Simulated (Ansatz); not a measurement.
```yaml
crystal:
  periodic: [true, true, true]
  atoms:
    - {symbol: C, position_ang: [-1.314854, -0.859052, -0.829746]}
    - {symbol: N, position_ang: [-0.595407, 0.288870, -0.249480]}
    - {symbol: Mo, position_ang: [0.488732, 0.454068, 0.943078]}
    - {symbol: O, position_ang: [1.539358, -1.239023, 1.394288]}
    - {symbol: O, position_ang: [1.941600, 1.472055, 0.110121]}
    - {symbol: F, position_ang: [-0.149051, 1.235594, 2.457708]}
    - {symbol: H, position_ang: [-0.851418, -2.032643, -0.949975]}
    - {symbol: H, position_ang: [-1.920589, -0.506394, -0.712503]}
    - {symbol: H, position_ang: [-1.306825, -0.318867, -1.651664]}
    - {symbol: H, position_ang: [1.973383, 1.758965, -0.750791]}
basis:
  gaussian: {orbitals: def2-SVPD}
hamiltonian: {xc: {name: LC-wPBE}, pseudopotentials: {relativity: scalar}}
```

```sh
$ ansatz run in.yaml --threads 8 --pin off --events-out ev --progress --plain --max-ram 18278MiB
```

Output, abridged:

```
Error: YAML parse error: error: line 2 column 3: crystal: missing field `lattice` (a structure is typed as `lattice` and `atoms`, a molecule's as `atoms` in Å alone, or read from a run's directory, `checkpoint`)
 --> <input>:2:3
1 | crystal:
2 |   periodic: [true, true, true]
3 |   atoms:
4 |     - {symbol: C, position_ang: [-1.314854, -0.859052, -0.829746]}
```

Q: Something in this input is off. What?

A: The molecule is marked periodic without a cell. The program refused the input.
